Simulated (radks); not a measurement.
Question: Coherent X-ray form factor from a spherical all-electron density. Method: Dirac Kohn-Sham, exchange-only LDA, spin-unpolarised, spherical densities, finite nucleus; Fermi nuclear charge, rms radius of each element as measured or else 0.836 A^(1/3) + 0.57 fm; computed with a radial shooting solver on a logarithmic mesh with Libxc functionals.

sin(theta)/lambda (1/angstrom)  f0 (electrons)
0.05                                     3.916
0.1                                      3.683
0.15                                     3.353
0.2                                      2.986
0.25                                     2.635
0.3                                      2.332
0.4                                      1.904
0.5                                      1.665
0.6                                      1.525
0.8                                      1.321
1                                        1.118
1.25                                     0.872
1.5                                      0.662
2                                        0.375

The species is in the configuration that NIST lists as its ground one. Which atom or ion scatters so?

Answer: The carbon ion C2+, [He] 2s2. Extrapolating in s^2 from the first two rows gives f0(0) = 4.0, near the electron count 4; among species with that count, the fall with angle is slower the higher Z, and the table is that of Z = 6; from so few rows the species is fixed only to a neighbour or two.
